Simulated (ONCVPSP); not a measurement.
**Transferability test, ONCV potential for Pt**

ONCVPSP 4.0.1 input, shortened (lines: element, Z, core and valence counts, functional; n l f; lmax; l rc ep ncon nbas qcut; lloc lpopt rc5 dvloc0; l nproj debl; icmod fcfact rcfact), PBE, scalar-relativistic:

```
  Pt 78.00   10    4        4      upf
    1    0    2.00
    2    0    2.00
    2    1    6.00
    3    0    2.00
    3    1    6.00
    3    2   10.00
    4    0    2.00
    4    1    6.00
    4    2   10.00
    4    3   14.00
    5    0    2.00
    5    1    6.00
    5    2    9.00
    6    0    1.00
    2
    0    1.65    0.00    3    6    7.50
    1    1.75    0.00    3    8    8.60
    2    2.40    0.00    4    9    6.60
    4    5    1.10    3.00
    0    3    3.40
    1    2    2.30
    2    3    3.50
    3    3.50    1.65
```

Energies are relative to the spin-unpolarised reference configuration 5s2 5p6 5d9 6s1; without spin polarisation the order of configurations can differ from experiment.

Task: Give the all-electron excitation energy and the error of the potential for: 5s2 5p6 5d9 6s0; 5s2 5p6 5d8 6s0; 5s2 5p6 5d7 6s0; 5s2 5p6 5d6 6s0.

Result:

```json
{"valence configuration": "5s2 5p6 5d9 6s0", "charge": "+1", "ΔE all-electron (eV)": "9.194", "error AE − PS (meV)": "-6.2"}
{"valence configuration": "5s2 5p6 5d8 6s0", "charge": "+2", "ΔE all-electron (eV)": "29.160", "error AE − PS (meV)": "-10"}
{"valence configuration": "5s2 5p6 5d7 6s0", "charge": "+3", "ΔE all-electron (eV)": "61.377", "error AE − PS (meV)": "-1.5"}
{"valence configuration": "5s2 5p6 5d6 6s0", "charge": "+4", "ΔE all-electron (eV)": "107.030", "error AE − PS (meV)": "+38"}
```
